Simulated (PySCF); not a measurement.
## Polarisability and C₆ of F⁺ (fluorine, charge +1)

[He] 2s2 2p4, high-spin 3P determinant. All numbers are calculated (PySCF 2.14, scalar relativity by spin-free X2C-1e, in ANO-RCC-VTZP (4s3p2d1f, 30 functions)). Coupled (time-dependent) response in atomic units; α is the mean over directions. The basis has no added diffuse functions, which lowers α and C₆.

| method | mean α (bohr³) | α xx, yy, zz | C₆ (like pair) | S(−4) |
| --- | --- | --- | --- | --- |
| UHF | 1.588 | 1.672, 1.420, 1.672 | 2.937 | 1.024 |
| PBE | 1.675 | 1.740, 1.546, 1.740 | 3.189 | 1.130 |
| PBE0 | 1.644 | 1.714, 1.505, 1.714 | 3.102 | 1.085 |
| LC-wPBE | 1.666 | 1.735, 1.529, 1.735 | 3.165 | 1.115 |
| wB97M-V | 1.660 | 1.729, 1.523, 1.729 | 3.156 | 1.086 |

S(−4) is the Cauchy moment in α(ω) = α(0) + S(−4) ω² + …

α(iu) at wB97M-V:

```tsv
u (hartree)	α(iu) (bohr³)
0	1.660
0.0500	1.658
0.100	1.650
0.200	1.619
0.300	1.572
0.500	1.449
0.750	1.278
1.00	1.115
1.50	0.8443
2.00	0.6435
3.00	0.3929
5.00	0.1810
```

A single London oscillator, α(iu) = α/(1 + u²/ω²), gives C₆ = (3/4) ω α². Matching the computed C₆ needs ω = 4 × 3.156 / (3 × 1.660²) = 1.53 hartree.

For an ion, C₆ is the dispersion term alone; charge-induced terms of lower order in 1/R come first.

The components differ because the open shell of this determinant is not spherical; for a pure term their mean is the scalar polarisability.
